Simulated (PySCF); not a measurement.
H2S, charge +1, doublet, geometry from GFN2-xTB (a state made from the parent by changing its charge; the spin is typed, not shown lowest); PySCF with HF/def2-SVP.

Here is a job for PySCF.
```python
from pyscf import gto, scf

mol = gto.Mole()
mol.atom = '''
    S    -0.00036152   -0.00213359    0.10390253
    H    -0.03847239    1.00861520   -0.81100328
    H     0.04425671   -0.97447779   -0.85143727
'''
mol.basis = 'def2-svp'
mol.charge = 1
mol.spin = 1
mol.verbose = 4
mol.build()

mf = scf.UHF(mol)
mf.conv_tol_grad = 1e-3
mf.kernel()
mf.analyze()
```

Output, abridged:

```
PySCF version 2.14.0

[INPUT] verbose = 4
[INPUT] num. atoms = 3
[INPUT] num. electrons = 17
[INPUT] charge = 1
[INPUT] spin (= nelec alpha-beta = 2S) = 1
[INPUT] symmetry False subgroup None
[INPUT] Mole.unit = angstrom
[INPUT] Symbol           X                Y                Z      unit          X                Y                Z       unit  Magmom
[INPUT]  1 S     -0.000361520000  -0.002133590000   0.103902530000 AA   -0.000683173789  -0.004031900762   0.196347325349 Bohr   0.0
[INPUT]  2 H     -0.038472390000   1.008615200000  -0.811003280000 AA   -0.072702280457   1.906006493073  -1.532574085324 Bohr   0.0
[INPUT]  3 H      0.044256710000  -0.974477790000  -0.851437270000 AA    0.083633061074  -1.841496137571  -1.608983252547 Bohr   0.0

nuclear repulsion = 12.6825325522774
number of shells = 14
number of NR pGTOs = 50
number of NR cGTOs = 28
basis = def2-svp
ecp = {}

******** <class 'pyscf.scf.uhf.UHF'> ********
method = UHF
initial guess = minao
damping factor = 0
level_shift factor = 0
DIIS = <class 'pyscf.scf.diis.CDIIS'>
diis_start_cycle = 1
diis_space = 8
diis_damp = 0
SCF conv_tol = 1e-09
SCF conv_tol_grad = 0.001
SCF max_cycles = 50
direct_scf = True
direct_scf_tol = 1e-13
number electrons alpha = 9  beta = 8
init E= -398.345732557286

cycle= 1 E= -398.182136627741  delta_E= 0.164  |g|= 0.242  |ddm|= 1.04
cycle= 2 E= -398.2264133851  delta_E= -0.0443  |g|= 0.0548  |ddm|= 0.409
cycle= 3 E= -398.228450059968  delta_E= -0.00204  |g|= 0.0169  |ddm|= 0.0636
cycle= 4 E= -398.228780123811  delta_E= -0.00033  |g|= 0.00498  |ddm|= 0.0263
cycle= 5 E= -398.228817006592  delta_E= -3.69e-05  |g|= 0.00187  |ddm|= 0.00939
cycle= 6 E= -398.228823961463  delta_E= -6.95e-06  |g|= 0.000892  |ddm|= 0.00403
cycle= 7 E= -398.228826225463  delta_E= -2.26e-06  |g|= 0.00034  |ddm|= 0.0027
cycle= 8 E= -398.22882660393  delta_E= -3.78e-07  |g|= 7.82e-05  |ddm|= 0.00147
cycle= 9 E= -398.228826617672  delta_E= -1.37e-08  |g|= 1.23e-05  |ddm|= 0.000287
cycle= 10 E= -398.228826617886  delta_E= -2.14e-10  |g|= 2.59e-06  |ddm|= 2.9e-05
Extra cycle  E= -398.228826617893  delta_E= -7.05e-12  |g|= 1.21e-06  |ddm|= 3.86e-06
converged SCF energy = -398.228826617893  <S^2> = 0.76139561  2S+1 = 2.0113633
**** SCF Summaries ****
Total Energy =                        -398.228826617892878
Nuclear Repulsion Energy =              12.682532552277376
One-electron Energy =                 -569.225768589530844
Two-electron Energy =                  158.314409419360572
Two-electron Coulomb Energy =          183.756981651452151
DFT Exchange-Correlation Energy =      -25.442572232091578
**** MO energy ****
                             alpha | beta                alpha | beta
MO #1   energy= -92.3364688063266  | -92.3260229960309  occ= 1 | 1
MO #2   energy= -9.36789406594356  | -9.35658917134021  occ= 1 | 1
MO #3   energy= -7.06962696508888  | -7.04356481224953  occ= 1 | 1
MO #4   energy= -7.05057332409399  | -7.04321402483475  occ= 1 | 1
MO #5   energy= -7.04879223268413  | -7.02571229764452  occ= 1 | 1
MO #6   energy= -1.36401139356709  | -1.27097592690121  occ= 1 | 1
MO #7   energy= -0.919885531326864 | -0.909535103937701 occ= 1 | 1
MO #8   energy= -0.841582706177746 | -0.817111214378375 occ= 1 | 1
MO #9   energy= -0.805390239707087 | -0.300096487811651 occ= 1 | 0
MO #10  energy= -0.113458738489473 | -0.106037380254046 occ= 0 | 0
MO #11  energy= -0.106336664660621 | -0.0875574574029412 occ= 0 | 0
MO #12  energy= 0.204620312010935  | 0.205217628140922  occ= 0 | 0
MO #13  energy= 0.236971360909653  | 0.292561554273471  occ= 0 | 0
MO #14  energy= 0.315061405452235  | 0.335276674487222  occ= 0 | 0
MO #15  energy= 0.454749393604366  | 0.474026933671061  occ= 0 | 0
MO #16  energy= 0.459883444317215  | 0.543479453716526  occ= 0 | 0
MO #17  energy= 0.468471553867464  | 0.555300233155136  occ= 0 | 0

To work with the spin densities directly, `use mulliken_meta_spin()` only printing them here.

 ** Mulliken spin pop alpha/beta on meta-lowdin orthogonal AOs **
 ** Mulliken Spin Density (per AO)  **
spin_pop of  0 S 1s       -0.00000
spin_pop of  0 S 2s        0.00000
spin_pop of  0 S 3s        0.04111
spin_pop of  0 S 4s       -0.00085
spin_pop of  0 S 2px       0.00006
spin_pop of  0 S 2py       0.00000
spin_pop of  0 S 2pz      -0.00000
spin_pop of  0 S 3px       0.99451
spin_pop of  0 S 3py       0.04145
spin_pop of  0 S 3pz      -0.00231
spin_pop of  0 S 4px       0.00260
spin_pop of  0 S 4py       0.00007
spin_pop of  0 S 4pz       0.00044
spin_pop of  0 S 3dxy     -0.00000
spin_pop of  0 S 3dyz      0.00034
spin_pop of  0 S 3dz^2     0.00123
spin_pop of  0 S 3dxz      0.00080
spin_pop of  0 S 3dx2-y2   -0.00042
spin_pop of  1 H 1s       -0.03861
spin_pop of  1 H 2s       -0.00066
spin_pop of  1 H 2px       0.00018
spin_pop of  1 H 2py      -0.00012
spin_pop of  1 H 2pz      -0.00030
spin_pop of  2 H 1s       -0.03861
spin_pop of  2 H 2s       -0.00066
spin_pop of  2 H 2px       0.00018
spin_pop of  2 H 2py      -0.00010
spin_pop of  2 H 2pz      -0.00032
 ** Mulliken Spin Density (per atom)  **
spin density of  0 S =      1.07901
spin density of  1 H =     -0.03951
spin density of  2 H =     -0.03951
 ** Mulliken pop alpha/beta on meta-lowdin orthogonal AOs **
 ** Mulliken pop       alpha | beta **
pop of  0 S 1s        1.00000 | 1.00000
pop of  0 S 2s        0.99999 | 0.99999
pop of  0 S 3s        0.87855 | 0.83744
pop of  0 S 4s        0.00156 | 0.00241
pop of  0 S 2px       1.00000 | 0.99994
pop of  0 S 2py       0.99999 | 0.99999
pop of  0 S 2pz       0.99999 | 0.99999
pop of  0 S 3px       0.99549 | 0.00099
pop of  0 S 3py       0.57366 | 0.53221
pop of  0 S 3pz       0.73483 | 0.73714
pop of  0 S 4px       0.00261 | 0.00002
pop of  0 S 4py       0.00740 | 0.00734
pop of  0 S 4pz       0.00360 | 0.00316
pop of  0 S 3dxy      0.00002 | 0.00002
pop of  0 S 3dyz      0.01001 | 0.00967
pop of  0 S 3dz^2     0.00274 | 0.00151
pop of  0 S 3dxz      0.00082 | 0.00002
pop of  0 S 3dx2-y2    0.00309 | 0.00351
pop of  1 H 1s        0.38002 | 0.41864
pop of  1 H 2s        0.00840 | 0.00906
pop of  1 H 2px       0.00019 | 0.00000
pop of  1 H 2py       0.00240 | 0.00252
pop of  1 H 2pz       0.00181 | 0.00211
pop of  2 H 1s        0.38002 | 0.41864
pop of  2 H 2s        0.00840 | 0.00906
pop of  2 H 2px       0.00019 | 0.00000
pop of  2 H 2py       0.00223 | 0.00233
pop of  2 H 2pz       0.00198 | 0.00229
In total             9.00000 | 8.00000
 ** Mulliken atomic charges   ( Nelec_alpha | Nelec_beta ) **
charge of  0S =      0.65029  (     8.21436      7.13535 )
charge of  1H =      0.17486  (     0.39282      0.43232 )
charge of  2H =      0.17486  (     0.39282      0.43232 )

WARN: System has nonzero charge 1; the dipole moment is origin-dependent.
Location of origin: [0. 0. 0.]

Dipole moment(X, Y, Z, Debye):  0.00611,  0.03607, -1.75637
```
